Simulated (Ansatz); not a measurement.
`O[SiH]([SiH3])P` + CH₃OH → `CO[SiH](O)[SiH3]` + PH₃  (cleavage of the Si–P bond)

Calculated with Ansatz (gas phase, PBE0-D4/def2-TZVP geometries, no zero-point term in ΔE). CBS: MP2 limit from def2 TZ/QZ plus the TZ coupled-cluster correction, frozen cores. This one scheme is used for every species. DFT in def2-TZVPP. B3LYP here is the variant with VWN-RPA as its local correlation; programs differ in this. One conformer a species, not always the lowest.

| level | ΔE (eV) |
| --- | --- |
| r2SCAN-D4 | -0.85 |
| ωB97X-V | -0.90 |
| B3LYP | -0.93 |
| CCSD/def2-TZVPP | -0.95 |
| SCS-MP2/def2-QZVPP | -0.95 |
| HF/CBS(def2) | -1.09 |
| MP2/CBS(def2) | -0.87 |
| CCSD/CBS(def2) | -0.90 |

(1) What does CCSD(T)/CBS give? (Best estimate.)

Largest T1 diagnostic among the species: 0.014.

Answers

(1) Computed: -0.88 eV. The listed levels differ from it by 0.03, -0.02, -0.05, -0.07, -0.07, -0.21, 0.01, -0.02 eV.

From PBE to PBE0 (25 % exact exchange), in def2-TZVPP and without D4, ΔE moves by −0.03 eV. In def2-TZVPP, CCSD(T) changes the Hartree–Fock value by +0.16 eV (the triples alone add +0.03 eV) and MP2 by +0.16 eV.
